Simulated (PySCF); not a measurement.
Compound: sodium bromide, NaBr.
Geometry (PBE0-D3(BJ)/def2-SVP, Å), atoms numbered from 1 in this order:
```xyz
2
NaBr angstrom
Na     1.2559   -0.0097   -0.0010
Br    -1.2504    0.0123   -0.0273
```

Linear response at CAM-B3LYP/def2-SVPD (PySCF, frozen core in the response, non-relativistic). The CAM-B3LYP/def2-SVPD calculation is non-relativistic and has no spin–orbit coupling, an omission that weighs most on bromine.

Static isotropic polarisability: 40.69 au (6.03 Å³), principal values 37.5, 37.5, 47.1 au.

Problem. What is the polarisability at 1064 nm and at the sodium D line?

Solution. 41.80 au at 1064 nm (+2.7 %), 44.85 au at 589.3 nm (+10.2 %). The rise at 589.3 nm is 3.75 times that at 1064 nm; a pure ω² law gives 3.26. The lowest singlet lies at 331 nm, shorter than both wavelengths.

Problem. What is the isotropic C6 coefficient between two such molecules, C6 = (3/π)∫α(iω)² dω?

Solution. 426.2 au (Eh·bohr⁶) by a ten-point quadrature over imaginary frequencies, which is 255 eV·Å⁶ or 24.6 J·nm⁶/mol.

Problem. Which effective excitation energy ω̄ makes London's formula C6 = (3/4)α²ω̄ exact here?

Solution. ω̄ = 4·C6/(3α²) = 0.343 Eh = 9.3 eV. A one-pole form α(ω) = α/(1 − ω²/ω̄²) fitted to the 1064 nm value gives 7.2 eV. London's choice of the ionisation energy (8.88 eV, ΔSCF at the same level) gives C6 = 405 au, 5 % too low.

Problem. What n − 1 at the D line would an ideal gas of it have at 273.15 K and 1 atm (2.6868 × 10¹⁹ cm⁻³), by n − 1 = 2π·N·α′?

Solution. 11.22 × 10⁻⁴, a formal value whether or not that pressure can be reached.

Problem. What molar refraction at the D line follows from R = (4π/3)·N_A·α′, with α′ the polarisability volume?

Solution. α′ = 6.65 Å³ gives R = 16.76 cm³/mol, for isolated, non-vibrating species.

Problem. How many electrons N does the Slater–Kirkwood formula C6 = (3/4)·√N·α^(3/2) need to give this C6?

Solution. N = (4·C6/3)²/α³ = 4.8; the species has 46 electrons in all.
